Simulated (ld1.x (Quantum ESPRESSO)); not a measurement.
# Configuration tests for manganese (Mn) (RRKJ)

* Element: Mn (Z = 25)
* Generator: ld1.x (Quantum ESPRESSO) 7.5
* Type: norm-conserving RRKJ (Kleinman–Bylander form)
* Functional: PBEsol
* Relativity: fully relativistic
* Frozen core: [Ne]
* Valence charge: 15
* Reference configuration: 3s2 3p6 3d5 4s1 4p1
* Partial waves: 3p (bound): rc 1.35 bohr; 3d (bound): rc 1.40 bohr; 3s (bound): rc 1.45 bohr
* Local potential: the s channel
* Core correction: none
* rho0: 0.01

Open shells are filled in proportion to 2j + 1 (rel_dist='average').

Occupied shells without a wave of their own: 4p, 4s. They enter only through the test configuration that unscreens the potential.

Energies are relative to the spin-unpolarised reference configuration 3s2 3p6 3d5 4s1 4p1; without spin polarisation the order of configurations can differ from experiment. The frozen-core shift is the all-electron ΔE with the core orbitals held at their reference shape minus the fully relaxed ΔE.

| valence configuration | charge | ΔE all-electron (eV) | error AE − PS (meV) | frozen-core shift (meV) |
| --- | --- | --- | --- | --- |
| 3s2 3p6 3d5 4s2 4p0 | 0 | -3.884 | +913 | 0.0 |
| 3s2 3p6 3d5 4s1 4p0 | +1 | 4.549 | -240 | 0.0 |
| 3s2 3p6 3d5 4s0 4p0 | +2 | 20.060 | -2112 | +0.1 |
| 3s2 3p6 3d5 4s0 4p1 | +1 | 9.307 | -1434 | 0.0 |
| 3s2 3p6 3d6 4s0 4p0 | +1 | 2.891 | -1188 | +0.4 |
| 3s2 3p6 3d5 4s0 4p2 | 0 | 4.076 | -1038 | 0.0 |

Task: What are ΔE and the potential's error for 3s2 3p6 3d5 4s1.5 4p0?

Result: ΔE = -0.513 eV all-electron; the error (AE − PS) is +415 meV.

Levels in the configuration 3s2 3p6 3d5 4s0 4p1:

| level | all-electron (eV) | pseudo (eV) |
| --- | --- | --- |
| 3s j=1/2 | -95.263 | -96.048 |
| 3p j=1/2 | -64.968 | -65.729 |
| 3p j=3/2 | -63.699 | -64.455 |
| 3d j=3/2 | -16.328 | -17.007 |
| 3d j=5/2 | -16.207 | -16.885 |
| 4p j=1/2 | -7.942 | -8.474 |
| 4p j=3/2 | -7.866 | -8.387 |

These tests converged, but a pseudo level misses the all-electron one widely, so the file describes the atom poorly there or has found another state: 3s2 3p6 3d5 4s0 4p0: empty 4s by 2.3 eV. The 4p, 4s levels have no wave, so the channel is fitted at the deeper level alone: the likely source of the large errors.

The potential misses its own reference levels by up to 1.1 eV, so it is not fit for use.
